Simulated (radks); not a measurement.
Sm+, 61 electrons, occupied as [Xe] 4f6 6s1.

Method: scalar-relativistic Kohn-Sham, r2SCAN, spin-polarised, spherical densities, finite nucleus; open shells are filled with parallel spins first (spin-orbit coupling, left out, can overturn this in heavy ions); meta-GGA in the generalised Kohn-Sham scheme; Fermi nuclear charge, rms radius 5.0819 fm; computed with a radial shooting solver on a logarithmic mesh with Libxc functionals.

Energy parts (Ry):
| part | energy |
|---|---|
| total | -20855.4645 |
| kinetic | 22291.7488 |
| electron-nucleus | -50744.8023 |
| Hartree | 8069.5245 |
| exchange-correlation | -471.9355 |

Orbitals (lengths in bohr, moments of r in powers of bohr; <r^-3> diverges for s and p1/2):
| orbital | occ. | eigenvalue (Ry) | <r^-3> | <1/r> | <r> | <r^2> |
|---|---|---|---|---|---|---|
| 1s up | 1 | -3436.080 | - | 68.81 | 0.02275 | 0.0007051 |
| 1s down | 1 | -3436.079 | - | 68.81 | 0.02275 | 0.0007051 |
| 2s down | 1 | -563.3205 | - | 15.95 | 0.09698 | 0.01111 |
| 2s up | 1 | -563.3190 | - | 15.95 | 0.09698 | 0.01111 |
| 2p down | 3 | -502.3014 | 10170 | 14.95 | 0.08548 | 0.008920 |
| 2p up | 3 | -502.3011 | 10170 | 14.95 | 0.08548 | 0.008921 |
| 3s up | 1 | -124.3446 | - | 5.842 | 0.2546 | 0.07409 |
| 3s down | 1 | -124.1727 | - | 5.848 | 0.2544 | 0.07396 |
| 3p up | 3 | -105.1658 | 2108 | 5.500 | 0.2531 | 0.07427 |
| 3p down | 3 | -104.9935 | 2113 | 5.506 | 0.2529 | 0.07411 |
| 3d up | 5 | -79.18985 | 285.0 | 5.211 | 0.2311 | 0.06284 |
| 3d down | 5 | -79.05510 | 285.7 | 5.217 | 0.2308 | 0.06264 |
| 4s up | 1 | -25.46301 | - | 2.440 | 0.5798 | 0.3792 |
| 4s down | 1 | -25.01740 | - | 2.440 | 0.5795 | 0.3788 |
| 4p up | 3 | -19.13281 | 459.2 | 2.246 | 0.6138 | 0.4283 |
| 4p down | 3 | -18.68120 | 459.3 | 2.247 | 0.6134 | 0.4278 |
| 4d up | 5 | -10.21887 | 51.72 | 1.970 | 0.6716 | 0.5233 |
| 4d down | 5 | -9.75845 | 51.69 | 1.970 | 0.6720 | 0.5245 |
| 5s up | 1 | -3.80130 | - | 0.9430 | 1.403 | 2.214 |
| 5s down | 1 | -3.55804 | - | 0.9136 | 1.439 | 2.332 |
| 5p up | 3 | -2.26810 | 62.30 | 0.7962 | 1.641 | 3.061 |
| 5p down | 3 | -2.09143 | 56.54 | 0.7699 | 1.682 | 3.211 |
| 4f up | 6 | -0.72684 | 6.254 | 1.376 | 0.9795 | 1.303 |
| 6s up | 1 | -0.65532 | - | 0.3202 | 3.890 | 16.91 |
| 4f down | 0 | -0.31894 | 5.729 | 1.299 | 1.115 | 1.916 |

The highest occupied level is 6s up at -8.916 eV. The electron density at the nucleus is 5.565e+05 e/bohr^3 (large components only).
